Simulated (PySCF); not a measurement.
CH4BBrO2, SMILES B(O)(Br)OC.

Coordinates come from a PBE-D3(BJ)/def2-SVP optimisation. This is a generated structure with no PubChem entry under its InChIKey; it may be hypothetical. One conformer was computed; it need not be the lowest.

Calculation: PBE-D3(BJ)/def2-SVP in PySCF.

Frequencies are harmonic and unscaled.

| mode | ν (cm⁻¹) | IR (km/mol) | moving atoms (share of kinetic energy) |
|---|---|---|---|
| 1 | 25 | 0.0 | H 95 % |
| 2 | 130 | 8.2 | O 47 %, H 22 %, C 21 % |
| 3 | 203 | 1.5 | O 35 %, C 24 %, H 17 %, B 13 %, Br 11 % |
| 4 | 293 | 14.3 | O 50 %, C 25 %, H 17 % |
| 5 | 330 | 5.7 | O 43 %, Br 35 %, C 10 %, H 10 % |
| 6 | 501 | 101.1 | H 90 %, O 10 % |
| 7 | 548 | 11.2 | B 82 %, O 16 % |
| 8 | 643 | 26.6 | O 65 %, B 23 %, H 9 % |
| 9 | 911 | 93.1 | H 53 %, O 17 %, C 16 %, B 13 % |
| 10 | 1046 | 54.0 | H 33 %, O 30 %, C 29 %, B 9 % |
| 11 | 1140 | 0.2 | H 77 %, C 19 % |
| 12 | 1152 | 80.7 | H 69 %, C 18 % |
| 13 | 1211 | 493.0 | B 45 %, O 43 % |
| 14 | 1380 | 154.3 | H 66 %, B 16 %, C 12 % |
| 15 | 1423 | 2.6 | H 96 % |
| 16 | 1424 | 3.9 | H 97 % |
| 17 | 1507 | 292.3 | B 50 %, O 25 %, H 24 % |
| 18 | 2964 | 54.9 | H 98 % |
| 19 | 3056 | 19.1 | H 90 %, C 10 % |
| 20 | 3068 | 11.8 | H 90 %, C 10 % |
| 21 | 3763 | 88.1 | H 94 % |
